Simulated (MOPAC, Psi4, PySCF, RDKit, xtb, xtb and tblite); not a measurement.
Two geometries of C₂H₉BO₂SSi, SMILES CSC[SiH2]B(O)O, relaxed at GFN2-xTB with one dihedral held; other torsions can differ between them too.

Structure A

```
16

C     -2.2686     0.8147     0.0682
S     -1.4066     0.3162     1.5813
C     -0.6515    -1.2437     1.0269
Si     0.6253    -1.0426    -0.3918
B      2.0287    -2.4202    -0.3272
O      2.9708    -2.3939    -1.2979
O      2.0255    -3.3403     0.6647
H     -1.5419     1.0279    -0.7092
H     -2.8385     1.7054     0.3111
H     -2.9371     0.0169    -0.2421
H     -0.1742    -1.6382     1.9221
H     -1.4672    -1.9183     0.7668
H     -0.1614    -1.0351    -1.6462
H      1.1337     0.3391    -0.2892
H      3.6680    -3.0557    -1.2736
H      2.7253    -3.9985     0.6824
```

Structure B

```
16

C      1.9860     4.2316    -1.4076
S      3.5129     3.3411    -0.9911
C      3.0857     2.8023     0.6995
Si     1.7204     1.4352     0.7962
B      1.3846     0.5498    -0.9448
O      2.0282     0.7770    -2.1158
O      0.4001    -0.3782    -0.9521
H      1.1388     3.5523    -1.3578
H      2.1040     4.6160    -2.4155
H      1.8543     5.0533    -0.7090
H      4.0263     2.4256     1.0962
H      2.8352     3.7006     1.2597
H      2.1789     0.5648     1.8902
H      0.5476     2.1471     1.3436
H      2.7204     1.4481    -2.1097
H      0.2539    -0.8017    -1.8018
```

Problem. Which is lower in energy at the level PBE0-D3(BJ)/def2-SVP // GFN2-xTB run with Psi4 1.11, and by how much?

Solution. B is lower, by 9.57 kcal/mol (dihedral S2–C3–Si4–B5: 150° in A, 15° in B).

E(B) − E(A) in kcal/mol at the other levels, on the same two geometries: GFN2-xTB (xtb and tblite) -1.58; PBE0/def2-SVP // GFN2-xTB (Psi4) -8.77; PBE/def2-SVP // GFN2-xTB (Psi4) -9.40; PBE-D3(BJ)/def2-SVP // GFN2-xTB (Psi4) -10.25; UFF // GFN2-xTB (RDKit) 8.95; AM1, restricted, heats of formation // GFN2-xTB (MOPAC) 0.46; PM6, restricted, heats of formation // GFN2-xTB (MOPAC) -2.50; GFN1-xTB // GFN2-xTB (xtb) -2.06; restricted B3LYP/6-31G*, spherical d, density fitting // GFN2-xTB (PySCF) -7.43; restricted LDA (SVWN5)/6-31G*, spherical d, density fitting // GFN2-xTB (PySCF) -11.15; restricted BP86/6-31G*, spherical d, density fitting // GFN2-xTB (PySCF) -8.32; restricted B3LYP/6-311+G**, spherical d, density fitting // GFN2-xTB (PySCF) -6.32.
